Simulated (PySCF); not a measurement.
B(H)(Me)(NMe2) (C₃H₁₀BN), SMILES B(N(C)C)C.

Geometry optimised at PBE0-D3(BJ)/def2-SVP. A frequency run showed that this geometry is not a minimum. Other conformers were not sampled.

Calculation: PySCF 2.14.0 with TDDFT-LC-ωPBE/def2-SVPD.

Vertical excitations. The molecule is in vacuum. State labels are in the subgroup Cs.

Computed excitation energies, oscillator strengths and character:
```json
[
 {"state": "S1", "symmetry": "A'", "energy (eV)": "7.39", "λ (nm)": "168", "f": "0.299", "main pairs": "HOMO→LUMO+1 96 %"},
 {"state": "S2", "symmetry": "A\"", "energy (eV)": "7.41", "λ (nm)": "167", "f": "0.011", "main pairs": "HOMO→LUMO 79 %"},
 {"state": "S3", "symmetry": "A\"", "energy (eV)": "7.49", "λ (nm)": "165", "f": "0.002", "main pairs": "HOMO−1→LUMO+1 94 %"},
 {"state": "S4", "symmetry": "A\"", "energy (eV)": "8.64", "λ (nm)": "144", "f": "0.011", "main pairs": "HOMO→LUMO+2 52 %, HOMO→LUMO+3 32 %"},
 {"state": "S5", "symmetry": "A\"", "energy (eV)": "8.75", "λ (nm)": "142", "f": "0.031", "main pairs": "HOMO→LUMO+3 59 %, HOMO→LUMO+2 30 %"},
 {"state": "T1", "symmetry": "A'", "energy (eV)": "5.60", "λ (nm)": "221", "f": "0", "main pairs": "HOMO→LUMO+1 89 %"},
 {"state": "T2", "symmetry": "A\"", "energy (eV)": "6.77", "λ (nm)": "183", "f": "0", "main pairs": "HOMO−1→LUMO+1 91 %"},
 {"state": "T3", "symmetry": "A\"", "energy (eV)": "7.24", "λ (nm)": "171", "f": "0", "main pairs": "HOMO→LUMO 73 %, HOMO→LUMO+2 12 %"},
 {"state": "T4", "symmetry": "A\"", "energy (eV)": "8.37", "λ (nm)": "148", "f": "0", "main pairs": "HOMO−2→LUMO+1 78 %"}
]
```
Triplets are in the Tamm–Dancoff approximation, which puts them higher than full response would, so one can lie above its singlet here.
